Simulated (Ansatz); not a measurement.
System: SbBr2 (charge 0, doublet). It need not be the lowest isomer of its formula. 
Geometry from a B3LYP-D3(BJ)/def2-TZVP (Ansatz, a program for electronic structure) optimisation:
```
Sb
Br 1 2.5221
Br 1 2.5221 2 99.99
```
Charge 0, spin multiplicity 2.

Basis-set convergence of Hartree-Fock and CCSD correlation energies (hartree) with Ansatz. Correlated levels leave the core frozen unless marked. Open shells are spin-unrestricted. No spin-orbit coupling. The frozen core is the preceding noble-gas configuration, with the filled d and f shells of earlier blocks. In def2 rows, elements after Kr have scalar-relativistic effective core potentials.

```
basis       functions        E(HF)  E(corr, CCSD)
----------  ---------  -----------  -------------
def2-SVP           90  -5383.53957       -0.33718
def2-TZVPP        146   (withheld)     (withheld)
```

Fill in the missing entries.


- def2-TZVPP, E(HF): -5384.18452
- def2-TZVPP, E(corr, CCSD): -0.44723
